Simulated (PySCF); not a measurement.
**Exercise with solution: dipole moment from atomic charges**

Al(H)(OH)(SeH) (AlH3OSe), SMILES [SeH][AlH][OH]. Atoms are numbered in the order given.

```xyz
6

Al    -0.5680    -1.1443     0.0000
H     -2.0984    -1.5665     0.0000
O      0.7115    -2.2839     0.0000
H      0.5297    -3.2342     0.0000
Se     0.0524     1.0957     0.0000
H      1.4797     0.6928     0.0000
```
Charge 0, spin multiplicity 1.

Coordinates come from a PBE-D3(BJ)/def2-TZVP optimisation. The values are those of a single conformer.

Charges (e) from HF/def2-TZVPD (PySCF):

```csv
atom,IAO,ESP fit
Al1,1.038,0.883
H2,-0.253,-0.253
O3,-0.899,-0.822
H4,0.368,0.420
Se5,-0.298,-0.393
H6,0.045,0.164
```

The dipole moment of the full density is 1.94 D.

What dipole moment does each set of point charges give, and which comes closer to that of the density?


μ = Σ q r, and 1 e Å = 4.8032 D.
IAO: Σ q r = (-0.452, -0.224, 0.000) e Å, |μ| = 2.42 D.
ESP fit: Σ q r = (-0.111, -0.412, 0.000) e Å, |μ| = 2.05 D.
ESP fit comes closer in size. Point charges leave out the atoms' own dipoles (lone pairs, polarised bonds); fits to the potential absorb them, partitions of the density don't.
